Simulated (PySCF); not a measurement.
# How methods differ on the ionisation energy of Gd⁵¹⁺

Gd⁵¹⁺ [Ne] 3s2 3p1 (2P) → Gd⁵²⁺ [Ne] 3s2 (1S), as a difference of total energies. All numbers are calculated (PySCF 2.14, scalar relativity by spin-free X2C-1e, in an uncontracted even-tempered set (17 s from 11 bohr⁻², ratio 2.5; 12 p from 15 bohr⁻², ratio 2.5; 4 d from 58 bohr⁻², ratio 2.7; 4 f from 87 bohr⁻², ratio 2.7)). Correlated levels: outer shells: 1s2 frozen; virtual orbitals above 40 to 60 times the deepest correlated orbital energy dropped. The calculations carry no spin-orbit coupling.

```
                method  ionisation energy (eV)
                   UHF                  4569.2
                   LDA                  4570.9
                   PBE                  4572.3
                  PBE0                  4571.9
                r2SCAN                  4571.7
                 B97-3                  4571.4
                  BLYP                  4573.4
    MP2 (outer shells)                  4569.8
SCS-MP2 (outer shells)                  4569.7
```

A first-order spin-orbit estimate (lowest level to lowest level, LS coupling) adds 114.9 eV.

Breit and QED terms and the two-electron picture change are absent.

First order in ζ underestimates the shift of j = l − 1/2 levels at high Z.

For comparison: 4693 ± 4 eV (theoretical estimate listed by NIST; NIST Atomic Spectra Database, ionization energies).
